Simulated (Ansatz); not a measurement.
One change: `NC(F)[SiH2]Cl` becomes `N[CH](F)[AlH][OH]`.

Ansatz, PBE0-D4/def2-TZVP geometries, multiplicity 1. Each molecule was computed in one conformer, which needn't be the lowest.

```
                                          property  `NC(F)[SiH2]Cl`
size of the dipole moment (ωB97M-V/def2-TZVPP) / D             1.30
             LUMO energy (ωB97M-V/def2-TZVPP) / eV             1.98
                 LUMO energy (PBE/def2-TZVPP) / eV            -0.75
               HOMO–LUMO gap (PBE/def2-TZVPP) / eV             5.90
                HOMO energy (PBE0/def2-TZVPP) / eV            -8.14
             HOMO–LUMO gap (B3LYP/def2-TZVPP) / eV             7.84
```

Question: Give the same properties after the change, and the shifts. (An estimate is asked.)

Answer: Ansatz gave: 
| property | `N[CH](F)[AlH][OH]` | shift |
| --- | --- | --- |
| size of the dipole moment (ωB97M-V/def2-TZVPP) / D | 1.62 | 0.32 |
| LUMO energy (ωB97M-V/def2-TZVPP) / eV | 0.81 | -1.17 |
| LUMO energy (PBE/def2-TZVPP) / eV | -1.55 | -0.80 |
| HOMO–LUMO gap (PBE/def2-TZVPP) / eV | 4.54 | -1.36 |
| HOMO energy (PBE0/def2-TZVPP) / eV | -7.51 | 0.63 |
| HOMO–LUMO gap (B3LYP/def2-TZVPP) / eV | 6.30 | -1.54 |

With PBE0 the HOMO rises by 0.63 eV and the LUMO falls by 0.94 eV, so the gap narrows by about 1.57 eV. PBE moves the HOMO by 0.56 eV and ωB97M-V by 0.71 eV. Dipoles are sizes alone; their direction can turn.

B3LYP here is the variant with VWN-RPA as its local correlation; programs differ in this.
